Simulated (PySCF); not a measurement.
# Shapes and spin states of H2CoO

Method: PBE0/[Co def2-TZVP, O def2-TZVP, H def2-TZVP], no relativity, density fitting, PySCF.

Relaxations began from a few typed shapes and spin states; open shells are unrestricted. The search is not exhaustive: other isomers or separated fragments can lie lower, and high-lying points may rest on an excited occupation.

Which is the lowest minimum found?
A. doublet (⟨S²⟩ 1.20) C2v: Co–H 1.501 Å (×2), Co–O 1.534 Å; H–Co–H 128.2°, H–Co–O 115.9° (×2)
B. quartet Cs: Co–H 1.645 Å, Co–H 1.688 Å, Co–O 1.661 Å, H–H 0.839 Å; Co–H–H 72.6°, Co–H–H 78.3°, H–Co–H 29.1°, H–Co–O 151.1°, H–Co–O 179.8°
C. doublet Cs: Co–H 1.453 Å (×2), Co–O 1.540 Å; H–Co–H 99.3°, H–Co–O 106.4° (×2)
D. quartet C2v: Co–H 1.652 Å (×2), Co–O 1.663 Å, H–H 0.847 Å; Co–H–H 75.1° (×2), H–Co–H 29.7°, H–Co–O 165.1° (×2)
E. sextet Cs: Co–H 1.600 Å (×2), Co–O 1.720 Å; H–Co–H 130.3°, H–Co–O 104.4° (×2)
F. sextet C2v: Co–H 1.595 Å (×2), Co–O 1.751 Å; H–Co–H 132.0°, H–Co–O 114.0° (×2)

D. The others lie at 0.2 (quartet Cs), 92.3 (doublet Cs), 123.8 (doublet C2v, a saddle point), 193.7 (sextet Cs), 200.6 (sextet C2v, a saddle point) kJ/mol above it.

For the lowest minimum: other spin states or occupations of the open shell can lie lower.
